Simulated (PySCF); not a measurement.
Cl2FH3Si2. Atoms are numbered in the order given.

```xyz
8

Si     1.7714     0.2058    -0.2320
F      2.6241    -0.6288     0.8823
Si    -0.4753     0.3021     0.4192
Cl    -1.4065     1.4169    -1.0717
Cl    -1.2521    -1.6211     0.4591
H      1.8589    -0.4998    -1.5379
H      2.3431     1.5759    -0.3350
H     -0.7675     0.9419     1.7255
```

Geometry: B3LYP-D3(BJ)/def2-SVP. This is a generated structure with no PubChem entry under its InChIKey; it may be hypothetical. One conformer was computed; it need not be the lowest.

The numbers are results of PBE/pcSseg-1 (PySCF), not measurements.

GIAO shieldings, no solvent; atoms listed in one row are averaged. δ = σ(ref) − σ: ²⁹Si against TMS (σ = 335.4 ppm); ¹⁹F against CFCl3 (σ = 133.6 ppm); ³⁵Cl against HCl (σ = 936.5 ppm); ¹H against TMS (σ = 31.49 ppm), references at their B3LYP-D3(BJ)/def2-TZVP geometries, non-relativistic (without spin–orbit terms, shifts of atoms bonded to Cl or Br come out too high).

Computed chemical shifts:
```tsv
nucleus	atoms	count	δ (ppm)
²⁹Si	Si3	1	25.8
²⁹Si	Si1	1	-1.6
¹⁹F	F2	1	-279.1
³⁵Cl	Cl5	1	72.8
³⁵Cl	Cl4	1	59.4
¹H	H8	1	6.67
¹H	H6, H7	2	5.77
```
